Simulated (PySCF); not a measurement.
Isomers of C7H15OP, one GFN2-xTB conformer each. Single-point energies are computed at PBE0/pcSseg-1 (PySCF, gas phase, no added dispersion term), electronic only.

Question: Rank them by PBE0/pcSseg-1 energy, lowest first (kcal/mol).
A. `[CH3:1][CH:2]([CH3:3])[P:4]1(=[O:5])[C@@H:6]([CH3:7])[C@@H:8]1[CH3:9]` with C1–C2–P4–O5 -64°
B. `[CH2:1]=[CH:2][CH2:3][P:4]([CH2:5][OH:6])[CH:7]([CH3:8])[CH3:9]` with C1–C2–C3–P4 101°, C2–C3–P4–C5 74°, C3–P4–C5–O6 -69°, P4–C5–O6–H -58°, C3–P4–C7–C8 74°
C. `[CH3:1][CH2:2][CH2:3][P@@:4]1(=[O:5])[CH2:6][CH2:7][C@H:8]1[CH3:9]` with C1–C2–C3–P4 -62°, C2–C3–P4–O5 -43°, C3–P4–C6–C7 90°, P4–C6–C7–C8 18°, C6–C7–C8–C9 -144°, C3–P4–C8–C7 -93°
D. `[CH2:1]=[CH:2][CH2:3][P@@:4]([CH3:5])(=[O:6])[CH:7]([CH3:8])[CH3:9]` with C1–C2–C3–P4 -124°, C2–C3–P4–C5 177°, C3–P4–C7–C8 59°
E. `[CH3:1][CH2:2][CH2:3][P:4]1[CH2:5][CH2:6][O:7][CH2:8][CH2:9]1` with C1–C2–C3–P4 -178°, C2–C3–P4–C5 -78°, C3–P4–C5–C6 -155°, P4–C5–C6–O7 65°, C5–C6–O7–C8 -66°, C6–O7–C8–C9 66°

Answer: C (0.0), D (3.3), E (13.1), A (14.9), B (34.7).

As drawn, the lowest has a four-membered ring and a P=O bond, which the highest lacks; the highest has an O–H bond and a C=C bond outside aromatic rings, which the lowest lacks. Neighbours under 2.5 kcal/mol apart (CCCP1CCOCC1 and CC(C)P1(=O)[C@@H](C)[C@@H]1C) can change places with a better method, another conformer or zero-point energy. GFN2-xTB itself gives, in the same order: 0.0, 13.1, 30.6, 20.7, 61.8. Both levels put the same isomer lowest; measured from each level's own lowest isomer, the values differ by up to 27.1 kcal/mol (C=CCP(CO)C(C)C: 61.8 against 34.7).

Q: Which frontier levels, dipoles and rotational constants go with these structures?

A: 
```json
{"SMILES": "CCC[P@@]1(=O)CC[C@H]1C", "HOMO (eV, PBE0/pcSseg-1)": "-7.28", "LUMO (eV)": "1.07", "dipole (D)": "3.80", "A, B, C (MHz)": "2137, 970.7, 922.0"}
{"SMILES": "C=CC[P@@](C)(=O)C(C)C", "HOMO (eV, PBE0/pcSseg-1)": "-7.16", "LUMO (eV)": "0.11", "dipole (D)": "3.83", "A, B, C (MHz)": "1658, 1085, 896.9"}
{"SMILES": "CCCP1CCOCC1", "HOMO (eV, PBE0/pcSseg-1)": "-6.63", "LUMO (eV)": "0.99", "dipole (D)": "1.17", "A, B, C (MHz)": "3216, 689.6, 624.5"}
{"SMILES": "CC(C)P1(=O)[C@@H](C)[C@@H]1C", "HOMO (eV, PBE0/pcSseg-1)": "-6.67", "LUMO (eV)": "0.88", "dipole (D)": "3.89", "A, B, C (MHz)": "1840, 1074, 876.5"}
{"SMILES": "C=CCP(CO)C(C)C", "HOMO (eV, PBE0/pcSseg-1)": "-6.70", "LUMO (eV)": "0.19", "dipole (D)": "1.64", "A, B, C (MHz)": "1823, 920.5, 660.2"}
```

Q: As an exercise, what shares would exp(−E/RT) give at 1000 K from these electronic energies alone (no entropy, no degeneracies)?

A: RT = 1.987 kcal/mol: CCC[P@@]1(=O)CC[C@H]1C 84.1 %, C=CC[P@@](C)(=O)C(C)C 15.7 %, CCCP1CCOCC1 0.1 %, CC(C)P1(=O)[C@@H](C)[C@@H]1C under 0.1 %, C=CCP(CO)C(C)C under 0.1 %.
